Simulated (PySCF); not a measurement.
BeH2.
SMILES: `[BeH2]`

Computed, not measured: PBE0-D3(BJ)/def2-SVP geometry optimisation, gas phase in PySCF 2.14.0.

Masses are those of the commonest isotopes; rigid-rotor values at the optimised geometry. 

Problem. What are the moment of inertia and the rotational constant?

Solution. I = 3.614 u·Å², B = 505379 MHz·u·Å²/I = 139824 MHz (4.6640 cm⁻¹, or 6.711 K as hB/k).

Problem. List the first levels of a rigid rotor in a Σ state.

Solution. E(J) = BJ(J+1): J = 1: 9.328, J = 2: 27.984, J = 3: 55.969, J = 4: 93.281, J = 5: 139.921, J = 6: 195.890 cm⁻¹.

Problem. Has it a pure rotational spectrum?

Solution. Not by electric dipole: D∞h allows no dipole (computed 0.00 D). Rotational Raman lines (ΔJ = 2) lie at B(4J + 6), spaced by 4B = 18.656 cm⁻¹, with nuclear-spin weights that differ between even and odd J.

Problem. Estimate the classical rotational partition function at 50 K and 500 K.

Solution. Point group D∞h, symmetry number σ = 2; q = kT/(σhB), k/h = 20836.6 MHz/K: 3.7 at 50 K, 37.3 at 500 K.

No frequency check. Zero-point vibration and centrifugal distortion are left out.
